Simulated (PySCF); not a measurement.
## State search for GeF

Unrestricted PBE0; basis Ge aug-pcseg-1, F aug-pcseg-1; no relativity; PySCF 2.14. Outer shells of the fragments: Ge 3d10 4s2 4p2; F 2s2 2p5.

Followed along the bond (rough minima from three points):

```csv
2Ms+1,unpaired,⟨S²⟩ at the start,R at minimum (Å),Te (eV)
2,π ↑,0.75,1.80,0.00
4,"σ ↑, π ↑↑",3.75,1.81,4.03
```

Solutions found at the starting distance of 1.775 Å, counted from the lowest of them; the search is not exhaustive and high or unbound solutions are not listed, so other states can lie among these:

```json
{"2Ms+1": "2", "unpaired": "π ↑", "term": "²Π", "E (eV)": "0.00", "⟨S²⟩": "0.75", "⟨Lz²⟩": "1.01", "μ (D)": "-1.93"}
{"2Ms+1": "2", "unpaired": "σ ↑", "term": "²Σ⁺", "E (eV)": "2.85", "⟨S²⟩": "0.75", "⟨Lz²⟩": "0.00", "μ (D)": "-1.03"}
{"2Ms+1": "4", "unpaired": "σ ↑, π ↑↑", "term": "⁴Σ⁻", "E (eV)": "4.04", "⟨S²⟩": "3.75", "⟨Lz²⟩": "0.00", "μ (D)": "-1.65"}
{"2Ms+1": "2", "unpaired": "σ ↑, π ↑↓", "term": "mixed", "E (eV)": "5.12", "⟨S²⟩": "1.76", "⟨Lz²⟩": "2.01", "μ (D)": "-1.19"}
{"2Ms+1": "2", "unpaired": "σ ↓, π ↑↑", "term": "mixed", "E (eV)": "5.41", "⟨S²⟩": "1.77", "⟨Lz²⟩": "0.00", "μ (D)": "-0.81"}
{"2Ms+1": "4", "unpaired": "σ ↑↑, π ↑", "term": "⁴Π", "E (eV)": "6.87", "⟨S²⟩": "3.75", "⟨Lz²⟩": "1.00", "μ (D)": "-0.75"}
{"2Ms+1": "4", "unpaired": "π ↑↑↑", "term": "⁴Π", "E (eV)": "7.07", "⟨S²⟩": "3.76", "⟨Lz²⟩": "1.00", "μ (D)": "2.49"}
{"2Ms+1": "4", "unpaired": "σ ↑, π ↑↑", "term": "mixed", "E (eV)": "9.17", "⟨S²⟩": "3.75", "⟨Lz²⟩": "2.01", "μ (D)": "1.88"}
```

A term symbol is given only where ⟨S²⟩ and ⟨Lz²⟩ are close to those of a pure state; real π, δ and φ orbitals otherwise mix terms. A positive dipole means Ge(−)F(+).

Spin–orbit coupling is left out. Counting both spins, an empty level lies below a filled one in some of these solutions, because spin and occupation are held.
